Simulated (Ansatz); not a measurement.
Relaxation of ClGaH$_{2}$O$_{2}$ (6 atoms, charge 0, multiplicity 1), to a largest force component of 0.02 eV/Å in at most 40 steps.

All numbers below come from RHF/def2-SVP in Ansatz 0.2.0.

```xyz
6
Properties=species:S:1:pos:R:3
Ga 0.000 0.000 0.000
Cl 0.000 0.000 2.240
O 1.550 0.000 -0.895
H 1.850 -0.952 -1.050
O -1.550 0.000 -0.895
H -2.060 -0.847 -0.686
```

Question: Where does it end, and by what steps?

Answer: The forces met the threshold. After 11 steps the energy has fallen by 0.675 eV; H4 moved furthest, 0.64 Å.

```tsv
step	energy less start (eV)	largest force component (eV/Å)	accepted
0	0.0000	3.131	yes
1	-0.2982	2.049	yes
2	-0.2928	2.600	no
3	-0.4346	0.970	yes
4	-0.4870	0.362	yes
5	-0.5561	0.524	yes
6	-0.6281	0.291	yes
7	-0.6714	0.063	yes
8	-0.6723	0.059	yes
9	-0.4335	4.151	no
10	-0.6745	0.020	yes
11	-0.6746	0.004	yes
```

```xyz
6
Properties=species:S:1:pos:R:3
Ga 0.061 -0.239 0.103
Cl -0.185 0.140 2.193
O 1.678 -0.328 -0.566
H 1.783 -0.496 -1.489
O -1.336 -0.461 -0.940
H -2.211 -0.415 -0.588
```

Whether the end is a true minimum wasn't checked by a vibrational analysis.

Time of the run: 26 s on 1 thread of Arm Neoverse V1, with other jobs on the host, peak memory 0.18 GiB.
